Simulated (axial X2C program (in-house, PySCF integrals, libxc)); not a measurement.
## Potential curves of KGe, scalar-relativistic

All values were computed with an axial X2C code built on PySCF integrals. Spin-free means the one-electron spin-free X2C Hamiltonian. Basis: Ge dyall-cv3z [9s9p7d4f1g], K dyall-cv3z [11s12p6d3f] (cores contracted in-house); Gaussian nuclei, density fitting, unrestricted open shells. Masses: Ge 73.921 u, K 38.964 u.

State: M_S = 3/2, Λ = 0 (beyond evenly filled blocks: σα, π+α, π-α). Energies in cm⁻¹ from the fragments at the same level (Ge + K). Fits are polynomials in 1 − R0/R over 0.85 to 1.23 times the lowest point R0.

```
 R (Å)    PBE0
2.6674   -9980
2.7901  -11272
2.8820  -11829
2.9740  -12118
3.0660  -12198
3.1733  -12094
3.2806  -11831
3.4186  -11334
3.5872  -10577
3.8325   -9344
```

One determinant describes the state; a PBE0 search over occupations chose it and may have missed a lower one. De is counted from the lowest determinant-based energies of the atoms at the same level, without counterpoise correction. Other states lie close and PBE0, whose exact exchange favours high spin, may order them wrongly; the determinant shown need not be the ground state. The nearest other spin-free determinant of the search, M_S = 1/2, Λ = 1, lies 0.85 eV up at the distance of the search. Spin-free De lacks the spin–orbit lowering of the heavy p-block atom, a tenth of an eV or more for 4p and 5p, up to an eV for 6p and one to two eV for 7p atoms, less what an open-shell molecule gains itself.

(1) Fit the PBE0 curve near its minimum: give the equilibrium distance, the harmonic wavenumber and the well depth.

Results:

(1) At PBE0, spin-free: Re = 3.063 Å, ωe ≈ 158 cm⁻¹, De = 1.51 eV to Ge + K; Be follows as 0.0704 cm⁻¹.
